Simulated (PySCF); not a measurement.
SMILES CC(=O)c1ccccc1, GFN2-xTB optimised geometry.

```
17

C      2.49    -1.82     0.00
C      0.98    -1.82     0.00
O      0.35    -2.85     0.00
C      0.30    -0.49     0.00
C      0.99     0.72    -0.04
C      0.29     1.91    -0.03
C     -1.10     1.91     0.01
C     -1.79     0.71     0.04
C     -1.09    -0.48     0.04
H      2.87    -1.29     0.87
H      2.87    -1.32    -0.90
H      2.85    -2.84     0.02
H      2.07     0.75    -0.07
H      0.82     2.85    -0.06
H     -1.64     2.85     0.01
H     -2.87     0.71     0.07
H     -1.61    -1.43     0.06
```

Density from B3LYP/def2-SVP (PySCF 2.14.0) at that geometry.

Minimum of the electron density along straight lines between bonded atoms, close to the bond critical point (lines longer than 1.1 times the sum of covalent radii, or with two minima, are not listed):

```json
[
 {"bond": "C1–C2", "length / Å": "1.510", "ρ at the minimum / e bohr⁻³": "0.258", "∇²ρ there / e bohr⁻⁵": "-0.62", "position (fraction from the first atom)": "0.49"},
 {"bond": "C2–O3", "length / Å": "1.211", "ρ at the minimum / e bohr⁻³": "0.408", "∇²ρ there / e bohr⁻⁵": "0.40", "position (fraction from the first atom)": "0.33"},
 {"bond": "C2–C4", "length / Å": "1.487", "ρ at the minimum / e bohr⁻³": "0.269", "∇²ρ there / e bohr⁻⁵": "-0.66", "position (fraction from the first atom)": "0.50"},
 {"bond": "C4–C5", "length / Å": "1.394", "ρ at the minimum / e bohr⁻³": "0.309", "∇²ρ there / e bohr⁻⁵": "-0.78", "position (fraction from the first atom)": "0.50"},
 {"bond": "C5–C6", "length / Å": "1.383", "ρ at the minimum / e bohr⁻³": "0.315", "∇²ρ there / e bohr⁻⁵": "-0.82", "position (fraction from the first atom)": "0.50"},
 {"bond": "C6–C7", "length / Å": "1.386", "ρ at the minimum / e bohr⁻³": "0.314", "∇²ρ there / e bohr⁻⁵": "-0.82", "position (fraction from the first atom)": "0.50"},
 {"bond": "C7–C8", "length / Å": "1.386", "ρ at the minimum / e bohr⁻³": "0.314", "∇²ρ there / e bohr⁻⁵": "-0.82", "position (fraction from the first atom)": "0.50"},
 {"bond": "C4–C9", "length / Å": "1.396", "ρ at the minimum / e bohr⁻³": "0.309", "∇²ρ there / e bohr⁻⁵": "-0.79", "position (fraction from the first atom)": "0.50"},
 {"bond": "C8–C9", "length / Å": "1.381", "ρ at the minimum / e bohr⁻³": "0.317", "∇²ρ there / e bohr⁻⁵": "-0.83", "position (fraction from the first atom)": "0.50"},
 {"bond": "C1–H10", "length / Å": "1.088", "ρ at the minimum / e bohr⁻³": "0.275", "∇²ρ there / e bohr⁻⁵": "-1.00", "position (fraction from the first atom)": "0.63"},
 {"bond": "C1–H11", "length / Å": "1.088", "ρ at the minimum / e bohr⁻³": "0.275", "∇²ρ there / e bohr⁻⁵": "-1.00", "position (fraction from the first atom)": "0.63"},
 {"bond": "C1–H12", "length / Å": "1.087", "ρ at the minimum / e bohr⁻³": "0.279", "∇²ρ there / e bohr⁻⁵": "-1.05", "position (fraction from the first atom)": "0.64"},
 {"bond": "C5–H13", "length / Å": "1.079", "ρ at the minimum / e bohr⁻³": "0.286", "∇²ρ there / e bohr⁻⁵": "-1.09", "position (fraction from the first atom)": "0.63"},
 {"bond": "C6–H14", "length / Å": "1.080", "ρ at the minimum / e bohr⁻³": "0.284", "∇²ρ there / e bohr⁻⁵": "-1.08", "position (fraction from the first atom)": "0.63"},
 {"bond": "C7–H15", "length / Å": "1.080", "ρ at the minimum / e bohr⁻³": "0.285", "∇²ρ there / e bohr⁻⁵": "-1.09", "position (fraction from the first atom)": "0.63"},
 {"bond": "C8–H16", "length / Å": "1.080", "ρ at the minimum / e bohr⁻³": "0.285", "∇²ρ there / e bohr⁻⁵": "-1.09", "position (fraction from the first atom)": "0.63"},
 {"bond": "C9–H17", "length / Å": "1.080", "ρ at the minimum / e bohr⁻³": "0.287", "∇²ρ there / e bohr⁻⁵": "-1.13", "position (fraction from the first atom)": "0.64"}
]
```
